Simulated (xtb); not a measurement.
Se2, charge -1, doublet, at a GFN2-xTB geometry of the parent state (a state made from the parent by changing its charge; the spin is typed, not shown lowest); GFN2-xTB run with xtb 6.7.1.

Here is a job for xtb.
```
$ xtb mol.xyz --gfn 2 --chrg -1 --uhf 1 --json

# file mol.xyz
2

Se    -0.00000000    -0.00000000    -1.08303360
Se     0.00000000     0.00000000     1.08303360
```

Problem. What does xtb print? Leave out banner, timings and long lists.

Solution. 
```
   ID    Z sym.   atoms
    1   34 Se     1, 2

           -------------------------------------------------
          |                Calculation Setup                |
           -------------------------------------------------

           -------------------------------------------------
          |                 G F N 2 - x T B                 |
           -------------------------------------------------

          ...................................................
          :                      SETUP                      :
          :.................................................:
          :  # basis functions                  20          :
          :  # atomic orbitals                  18          :
          :  # shells                            6          :
          :  # electrons                        13          :
          :  max. iterations                   250          :
          :  Hamiltonian                  GFN2-xTB          :
          :  restarted?                      false          :
          :  GBSA solvation                  false          :
          :  PC potential                    false          :
          :  electronic temp.          300.0000000     K    :
          :  accuracy                    1.0000000          :
          :  -> integral cutoff          0.2500000E+02      :
          :  -> integral neglect         0.1000000E-07      :
          :  -> SCF convergence          0.1000000E-05 Eh   :
          :  -> wf. convergence          0.1000000E-03 e    :
          :  Broyden damping             0.4000000          :
          :  net charge                         -1          :
          :  unpaired electrons                  1          :
          ...................................................

 iter      E             dE          RMSdq      gap      omega  full diag
   1     -6.6461449 -0.664614E+01  0.605E+00    3.76       0.0  T
   2     -6.6462387 -0.937520E-04  0.308E+00    3.74       1.0  T
   3     -6.6462551 -0.163786E-04  0.660E-01    3.73       1.0  T
   4     -6.6462556 -0.490316E-06  0.343E-02    3.74       2.1  T
   5     -6.6462556 -0.804172E-08  0.648E-03    3.74      10.9  T
   6     -6.6462556 -0.990932E-10  0.134E-03    3.74      52.8  T
   7     -6.6462556 -0.891820E-11  0.709E-05    3.74     997.1  T
   8     -6.6462556 -0.479616E-13  0.159E-06    3.74   44584.0  T

   *** convergence criteria satisfied after 8 iterations ***

[...]
         :: total energy              -6.639345913663 Eh    ::
[...]
        11                          0.1752977               4.7701
        12                          0.1752977               4.7701
        13                          0.2045823               5.5670
        14                          0.2045823               5.5670
        15                          0.3204756               8.7206
        16                          0.3894412              10.5972
        17                          0.3894412              10.5972
        18                          1.1975654              32.5874
      -------------------------------------------------------------
                  HL-Gap            0.1372691 Eh            3.7353 eV
             Fermi-level           -0.1318822 Eh           -3.5887 eV

     #   Z          covCN         q      C6AA      α(0)
     1  34 Se       0.978    -0.500   243.597    27.352
     2  34 Se       0.978    -0.500   243.597    27.352

 Mol. C6AA /au·bohr⁶  :        974.386818
 Mol. C8AA /au·bohr⁸  :      69329.756521
 Mol. α(0) /au        :         54.703604

Wiberg/Mayer (AO) data.
largest (>0.10) Wiberg bond orders for each atom

 ---------------------------------------------------------------------------
     #   Z sym  total        # sym  WBO       # sym  WBO       # sym  WBO
 ---------------------------------------------------------------------------
     1  34 Se   1.645 --     2 Se   1.645
     2  34 Se   1.645 --     1 Se   1.645
 ---------------------------------------------------------------------------

Topologies differ in total number of bonds
Writing topology from bond orders to xtbtopo.mol

molecular dipole:
                 x           y           z       tot (Debye)
 q only:        0.000       0.000      -0.000
   full:       -0.000      -0.000      -0.000       0.000
molecular quadrupole (traceless):
                xx          xy          yy          xz          yz          zz
 q only:        2.094       0.000       2.094       0.000       0.000      -4.189
  q+dip:        3.644       0.000       3.644       0.000       0.000      -7.288
   full:        3.419       0.000       3.419       0.000       0.000      -6.838

           -------------------------------------------------
          | TOTAL ENERGY               -6.639345913663 Eh   |
          | GRADIENT NORM               0.043004298224 Eh/α |
          | HOMO-LUMO GAP               3.735281267653 eV   |
           -------------------------------------------------

normal termination of xtb
```
